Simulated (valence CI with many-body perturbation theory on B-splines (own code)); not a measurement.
## Level structure of Au XXIX

Level of theory: relativistic CI+MBPT: five valence electrons over a frozen Dirac-Fock core [Kr] 4d10, a basis of 7 s, 7 p, 7 d, 7 f, 4 g, 2 h functions for each j, with the one-electron correlation potential Σ1, the two-electron term Σ2, the three-electron term Σ3, Breit, model QED; selected CI, second order for the rest, scaled by the run's own slope (own B-spline code, finite nucleus).

No measured spectrum was set against this ion. As an estimate, large intervals hold to a few tenths of a per cent, small ones and those within an open d or f shell to about a per cent. Among the levels kept, up to 980 cm⁻¹ of a level comes from second order outside the variational space, and about a tenth of that is noise between levels of different J, which matters for small intervals. Only levels of the ground parity were solved; by the run's estimate the other parity begins above the list, which can be wrong where configurations are misplaced.

Levels 91 to 135 of 193, with energies above the lowest level, 4f⁵ ⁶H°_5/2. "Leading %" is the weight of the configuration and term that name the level; weights of strongly mixed levels are sums over their largest components and can fall short. In the jj column 3d3/2^4 stands for four electrons in 3d with j = 3/2. Lifetimes count E1, E2, E3, M1 and M2 decay at the calculated energies, and are blank where another channel may lead or the interval is too uncertain; long ones can be off by a factor of two.

```
No.  Configuration  Term     J  E (cm⁻¹)  Leading %      g  Lifetime              Leading jj
 91            4f⁵   ⁴D°   1/2    181430         42  1.048    226 μs    4f5/2 4f7/2^4 (62 %)
 92            4f⁵   ⁴F°   3/2    181790         30  1.022    310 μs  4f5/2^3 4f7/2^2 (67 %)
 93            4f⁵   ²H°  11/2    183110         39  1.079   1.01 ms  4f5/2^2 4f7/2^3 (73 %)
 94            4f⁵   ²D°   5/2    183600         44  1.098    609 μs  4f5/2^2 4f7/2^3 (66 %)
 95            4f⁵   ⁴K°  13/2    183890         47  1.032    823 μs  4f5/2^3 4f7/2^2 (54 %)
 96            4f⁵   ⁴K°  15/2    183940         78  1.075    699 μs  4f5/2^2 4f7/2^3 (65 %)
 97            4f⁵   ⁴H°  13/2    184480         54  1.122    397 μs  4f5/2^2 4f7/2^3 (51 %)
 98            4f⁵   ²H°   9/2    184720         38  1.013    275 μs    4f5/2 4f7/2^4 (39 %)
 99            4f⁵   ⁴H°  11/2    185510         40  1.068    465 μs  4f5/2^2 4f7/2^3 (41 %)
100            4f⁵   ⁴H°   7/2    187560         32  0.908    288 μs    4f5/2 4f7/2^4 (45 %)
101            4f⁵   ²M°  19/2    188890         60  1.057    422 μs    4f5/2 4f7/2^4 (90 %)
102            4f⁵   ²H°   9/2    189130         33  1.025    218 μs    4f5/2 4f7/2^4 (52 %)
103            4f⁵   ²F°   5/2    189620         32  1.069    347 μs  4f5/2^2 4f7/2^3 (52 %)
104            4f⁵   ⁴K°  17/2    190060         57  1.120    841 μs  4f5/2^3 4f7/2^2 (38 %)
105            4f⁵   ⁴H°   7/2    191010         36  0.932    372 μs  4f5/2^2 4f7/2^3 (33 %)
106            4f⁵   ²H°  11/2    192020         34  1.052    362 μs    4f5/2 4f7/2^4 (48 %)
107            4f⁵   ²N°  21/2    192330         54  1.024    393 μs    4f5/2 4f7/2^4 (86 %)
108            4f⁵   ²H°   9/2    194950         56  0.937    637 μs  4f5/2^2 4f7/2^3 (69 %)
109            4f⁵   ⁴F°   3/2    195830         30  1.060    350 μs  4f5/2^2 4f7/2^3 (37 %)
110            4f⁵   ²I°  13/2    197530         63  1.077    809 μs  4f5/2^3 4f7/2^2 (38 %)
111            4f⁵   ²D°   5/2    198150         27  1.150    246 μs    4f5/2 4f7/2^4 (51 %)
112            4f⁵   ⁴D°   7/2    198930         44  1.202    349 μs  4f5/2^2 4f7/2^3 (63 %)
113            4f⁵   ⁴D°   1/2    199310         57  1.045    829 μs  4f5/2^2 4f7/2^3 (62 %)
114            4f⁵   ²I°  13/2    203540         53  1.048    278 μs    4f5/2 4f7/2^4 (50 %)
115            4f⁵   ²F°   7/2    204160         50  1.071    268 μs    4f5/2 4f7/2^4 (43 %)
116            4f⁵   ²K°  15/2    204500         69  1.057    452 μs  4f5/2^2 4f7/2^3 (49 %)
117            4f⁵   ⁴H°   9/2    205870         50  1.025    682 μs  4f5/2^3 4f7/2^2 (56 %)
118            4f⁵   ²I°  11/2    205890         29  1.035    382 μs  4f5/2^2 4f7/2^3 (54 %)
119            4f⁵   ⁴F°   5/2    206680         37  1.195    382 μs  4f5/2^3 4f7/2^2 (51 %)
120            4f⁵   ²D°   3/2    206830         34  1.088    507 μs  4f5/2^2 4f7/2^3 (50 %)
121            4f⁵   ⁴H°  11/2    210190         37  1.086    331 μs  4f5/2^3 4f7/2^2 (33 %)
122            4f⁵   ²K°  15/2    210890         63  1.038    341 μs    4f5/2 4f7/2^4 (51 %)
123            4f⁵   ²G°   9/2    211450         49  1.034    347 μs    4f5/2 4f7/2^4 (59 %)
124            4f⁵   ⁴H°   7/2    211860         35  1.071    415 μs  4f5/2^2 4f7/2^3 (42 %)
125            4f⁵   ⁴H°  13/2    213700         51  1.107    396 μs  4f5/2^2 4f7/2^3 (63 %)
126            4f⁵   ²P°   1/2    216200         79  0.657    491 μs  4f5/2^2 4f7/2^3 (80 %)
127            4f⁵   ²M°  17/2    216730         75  0.988    853 μs  4f5/2^2 4f7/2^3 (70 %)
128            4f⁵   ²F°   7/2    217310         46  1.128    455 μs    4f5/2 4f7/2^4 (42 %)
129            4f⁵   ²K°  15/2    218060         51  1.069    220 μs          4f7/2^5 (50 %)
130            4f⁵   ²F°   5/2    219380         55  0.978    248 μs    4f5/2 4f7/2^4 (55 %)
131            4f⁵   ²G°   9/2    221710         37  1.040    623 μs  4f5/2^3 4f7/2^2 (57 %)
132            4f⁵   ²H°  11/2    222530         42  1.029    398 μs  4f5/2^2 4f7/2^3 (44 %)
133            4f⁵   ⁴F°   3/2    222760         40  1.072    278 μs  4f5/2^2 4f7/2^3 (57 %)
134            4f⁵   ⁴F°   9/2    224180         50  1.152    296 μs  4f5/2^2 4f7/2^3 (74 %)
135            4f⁵   ²M°  19/2    224920         99  1.048   1.01 ms  4f5/2^2 4f7/2^3 (93 %)
```

Names give the largest LS component (configuration and term), which can be under half, so a name can repeat, a term be missing and a line seem to break the LS rules; names also repeat where a configuration has a term twice.

Where two levels of one J and parity lie close, their mixing, g and order are uncertain.
